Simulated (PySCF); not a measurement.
C9H6BNS, SMILES `c1c(cc2c(ccs2)c1C#N)B`, neutral singlet in the gas phase. 

Cartesian coordinates (Å):
SMILES: Bc1cc(C#N)c2ccsc2c1
```xyz
18

B      3.1202     0.3135    -1.0755
C      1.6675     0.1694    -0.5824
C      1.3835    -0.1533     0.7716
C      0.0762    -0.2893     1.2418
C     -0.1911    -0.6145     2.6071
N     -0.4335    -0.8793     3.7164
C     -1.0133    -0.1005     0.3437
C     -2.4167    -0.1859     0.5903
C     -3.1538     0.0638    -0.5381
S     -2.1915     0.4098    -1.9348
C     -0.7213     0.2225    -1.0112
C      0.5876     0.3563    -1.4719
H      4.0399     0.1520    -0.3094
H      3.3377     0.5886    -2.2320
H      2.2131    -0.2999     1.4679
H     -2.8510    -0.4223     1.5635
H     -4.2411     0.0637    -0.6289
H      0.7875     0.6053    -2.5184
```
Charge 0, multiplicity 1.

All levels are single points at this geometry (r2SCAN-D4/def2-SVP); Pople sets use spherical d functions. Orbital energies aren't observables, and empty levels follow the basis.

B3LYP/6-31G* in PySCF gives HOMO (eV) = -6.67.

Problem. Estimate the HOMO (eV) from each of these levels: r2SCAN-D4/def2-TZVP in PySCF; B3LYP/3-21G in PySCF; M06-2X/6-31G* in PySCF; PBE/6-31G* in PySCF; HF/6-31G* in PySCF.

Solution. 
```
level                         HOMO (eV)
----------------------------  ---------
r2SCAN-D4/def2-TZVP in PySCF      -6.40
B3LYP/3-21G in PySCF              -6.78
M06-2X/6-31G* in PySCF            -7.88
PBE/6-31G* in PySCF               -6.01
HF/6-31G* in PySCF                -8.72
```
